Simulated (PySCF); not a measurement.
AuCl, multiplicity 1. Atoms are numbered in the order given.

```xyz
2

Au     0.0000     0.0000    -0.3947
Cl     0.0000     0.0000     1.8341
```
Charge 0, spin multiplicity 1.

The structure is a stationary point at PBE-D3(BJ)/def2-TZVPD. The spin state was assumed, not searched. The def2 effective core potentials stand for the cores of Au; spin–orbit coupling is left out.

Method: B3LYP/def2-TZVPD in PySCF.

Mulliken values depend strongly on the basis, most of all with diffuse functions as here. ESP charges are fitted to the potential on shells at 1.4 to 2.0 van der Waals radii. Atomic charges (e):

```
atom  ESP fit  Mulliken
----  -------  --------
Au1         …      0.34
Cl2         …     -0.34
```

Q: Complete the blanks. (An estimate is asked for; the answer gives what the named calculation found.)

A: 
- Au1, ESP fit: 0.35
- Cl2, ESP fit: -0.35
